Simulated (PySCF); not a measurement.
Calculation: TPSSh-D3(BJ)/def2-TZVP // TPSS-D3(BJ)/def2-SVP in PySCF. All species are isolated molecules in the gas phase. 

Reference species: [Cd(Cl)(F)] (neutral, multiplicity 1).

| Quantity | Value |
|---|---|
| mean distance from the central atom to its bonded neighbours | 2.109 Å |
| coordination number | 2 |
| HOMO | -8.33 eV |
| charge on the central atom (Mulliken) | 0.94 e |

Changed species: [Cd(F)2] (2 of 2 Cl replaced by F; the reference has 1 of 2 Cl replaced by F).

Task: What does the change do to the mean distance from the central atom to its bonded neighbours, coordination number, HOMO and charge on the central atom (Mulliken)?

Result: the mean distance from the central atom to its bonded neighbours falls by 0.182 Å, to 1.927 Å; the coordination number stays essentially unchanged; the HOMO falls by 0.65 eV, to -8.98 eV; the charge on the central atom (Mulliken) goes up by 0.13 e, to 1.07 e.
